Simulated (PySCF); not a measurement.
## How the method changes the constants of SiSb⁺

State: ³Σ⁻ (triplet), unpaired electrons π ↑↑. Set-up: PySCF, scalar-relativistic core potentials, basis sets Si def2-TZVPPD, Sb def2-TZVPPD with ECP28. De refers to Si⁺ + Sb in their high-spin ground configurations, without counterpoise correction. The functionals are run spin-unrestricted. A positive dipole points towards Sb; it is taken about the centre of mass and depends on that origin.

```csv
Level,Re (Å),ωe (cm⁻¹),De (eV),μ (D),"CPU s a point (SCF and correlation, without the integrals)"
UHF,2.513,354,1.40,-4.17,2.5
UHF-MP2,2.497,380,2.51,n/a,4.2
UHF-SCS-MP2,2.505,367,2.44,n/a,n/a
UHF-CCSD,2.515,355,2.51,n/a,n/a
UHF-CCSD(T),2.527,348,2.69,n/a,170
PBE,2.559,334,3.36,-3.16,3.8
r²SCAN,2.533,348,3.12,-3.21,4.5
M06-L,2.531,352,3.50,-2.73,3.4
r²SCANh,2.522,355,3.02,-3.27,4.9
PBE0,2.520,357,3.05,-3.28,4.8
MN15,2.501,358,2.96,-3.40,5.1
M06-2X,2.518,356,2.63,-3.89,5.3
ωB97X-V,2.488,379,2.97,-3.41,9.6
B2PLYP,2.532,348,2.88,-3.71,4.5
```

Task: Which functional lies closest to UHF-CCSD(T) in De, which farthest, and by how much do they differ from it?

Result: Closest is M06-2X (-0.9 pm in Re, +2.3 % in ωe, -0.06 eV in De against UHF-CCSD(T) in the same basis), farthest M06-L (+0.4 pm in Re, +1.1 % in ωe, +0.81 eV in De). CCSD(T) converges more slowly with the basis than the functionals do and binds too weakly in this one, so the order can change at the basis-set limit.

Task: What does a quarter of exact exchange do here, going from PBE to PBE0?

Result: PBE0 less PBE: -3.9 pm in Re, +6.9 % in ωe, -0.31 eV in De. Exact exchange removes part of the self-interaction that spreads semilocal densities, and in most molecules shortens and stiffens the bond and lowers De; so it does here.

Task: What does the step from GGA to meta-GGA do here, going from PBE to r²SCAN?

Result: r²SCAN less PBE: -2.6 pm in Re, +4.2 % in ωe, -0.24 eV in De. 

Correlated steps freeze 9 core orbitals. These are scalar-relativistic numbers at best; spin–orbit coupling would shift them, the dissociation energy most. For an ion De counts to the pair picked by the measured ionisation energies or electron affinities, which need not be the lowest pair at this level. B2PLYP dipoles, levels and charges come from its SCF part alone. The state is the lowest determinant that a PBE0 search found; another state may lie lower at other levels.

The whole job (state search and all levels along the bond) took about 19 min on 2 threads of Arm Neoverse V1 (shared host), peak memory 4.9 GiB.
